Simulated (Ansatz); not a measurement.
NiBr2(PH3)2 (NiP₂H₆Br₂), relaxed as a singlet with RKS r2SCAN-D4/def2-SVP in Ansatz, starting from the GFN2-xTB geometry. Force threshold 0.02 eV/Å.

The restricted singlet is unstable towards broken spin symmetry in Hartree–Fock (as tested in another run); at r2SCAN-D4/def2-SVP this wasn't settled.

Start:

```xyz
11

Br    2.0478    0.3328    1.0301
Br   -1.9458   -0.3141   -1.0142
Ni   -0.0011    0.0818    0.0979
P     0.3110    1.6528   -1.3157
P    -0.3461   -1.5810    1.4008
H    -0.6980    2.5640   -1.5641
H     0.4748    1.2378   -2.6244
H     1.3778    2.5391   -1.2708
H     0.1852   -1.6670    2.6743
H     0.2019   -2.7583    0.9204
H    -1.6075   -2.0879    1.6658
```

| step | energy (eV) | largest force component (eV/Å) | SCF passes |
| --- | --- | --- | --- |
| 1 | -199784.7235 | 0.865 | 41 |
| 2 | -199784.8574 | 0.248 | 21 |
| 3 | -199784.8678 | 0.049 | 21 |
| 4 | -199784.8684 | 0.014 | 22 |

Force components are those of the run's own axes.

End:

| atom | x (Å) | y (Å) | z (Å) |
| --- | --- | --- | --- |
| Br1 | 2.057 | 0.378 | 1.029 |
| Br2 | -2.024 | -0.344 | -0.984 |
| Ni3 | -0.014 | 0.068 | 0.078 |
| P4 | 0.318 | 1.666 | -1.346 |
| P5 | -0.338 | -1.622 | 1.396 |
| H6 | -0.720 | 2.610 | -1.562 |
| H7 | 0.505 | 1.251 | -2.691 |
| H8 | 1.431 | 2.537 | -1.213 |
| H9 | 0.211 | -1.621 | 2.704 |
| H10 | 0.228 | -2.838 | 0.928 |
| H11 | -1.655 | -2.084 | 1.660 |

By distances, no bond broke or formed. The bond that changes most is P4–H7, from 1.38 to 1.42 Å (atoms count from 1).

No frequencies were taken in this run, so the end may be a saddle point.

Hardware: 4 threads of Arm Neoverse N1 on a shared host. Wall time 30 s.
